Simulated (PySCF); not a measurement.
## GeB, CCSD(T): how much the basis matters

PySCF, UHF reference; quartet, unpaired electrons σ ↑, π ↑↑; De to Ge + B without counterpoise correction. Frozen cores follow the default of each basis and core potential.

```csv
basis,relativity,functions,Re (Å),ωe (cm⁻¹),De (eV),frozen orbitals
cc-pVDZ-PP/cc-pVDZ,scalar-relativistic core potentials,37,2.020,615,2.68,5
x2c-SVPall,spin-free X2C,46,1.992,640,2.81,10
def2-TZVPP,no relativity,79,1.993,636,2.95,10
def2-TZVPPD,no relativity,91,1.993,636,2.96,10
```

(1) How does each smaller set differ from the one with most functions, def2-TZVPPD?

Correlated steps freeze the inner cores (5 to 10 orbitals); shallow outer-core shells are correlated. Correlated levels converge slowly with the basis: in double zeta they bind strong bonds too weakly, by up to about 1 eV, and carry superposition errors of some tenths. Spin–orbit coupling is left out. The state is the lowest determinant that a PBE0 search found; another state may lie lower at other levels.

Answers

(1) cc-pVDZ-PP/cc-pVDZ: +2.7 pm, -3.3 % in ωe, -0.28 eV in De; x2c-SVPall: -0.1 pm, +0.6 % in ωe, -0.15 eV in De; def2-TZVPP: +0.0 pm, +0.0 % in ωe, -0.01 eV in De. All at CCSD(T); the set with most functions is neither the basis-set limit nor always the best. The rows treat relativity differently, so the differences are not basis effects alone.
